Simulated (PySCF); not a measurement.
A survey of 31P NMR shifts

Relativity neglected, no solvent, one conformer, rapidly exchanging positions averaged. Structure optimised with GFN2-xTB; GIAO PBE0/pcSseg-1 shieldings; PySCF.

Shieldings were converted by a linear fit to measured shifts: 31P: δ = 270.09 − 0.828σ (rms 18.1 ppm, 64 shifts vs H3PO4, solution or neat liquid). Occasional misses reach two or three times the rms, and more in compound classes unlike the fitted ones.

(1) Give the 31P shifts of `CC(C)(C)c1cccpc1`.

(2) Match the shifts 264.5, 194.9, 70.9, -12.8, -40.9 ppm to `CCc1ccc(C)pc1C`, `C=Cc1c(C)[pH]c(C)c1C`, `C=Cc1cp(C)c(C)c1C`, `C=Pc1ccccc1F`, `[H]/P=C(/F)c1ccccc1`.

Answers

(1) 
| compound | environment | δ (ppm) |
| --- | --- | --- |
| CC(C)(C)c1cccpc1 | phosphorus bonded to 2 C, in a 6-membered ring | 199.6 |

(2) 264.5: C=Pc1ccccc1F (phosphorus bonded to 2 C); 194.9: CCc1ccc(C)pc1C (phosphorus bonded to 2 C, in a 6-membered ring); 70.9: [H]/P=C(/F)c1ccccc1 (phosphorus bonded to C, H); -12.8: C=Cc1cp(C)c(C)c1C (ring phosphorus); -40.9: C=Cc1c(C)[pH]c(C)c1C (ring phosphorus).
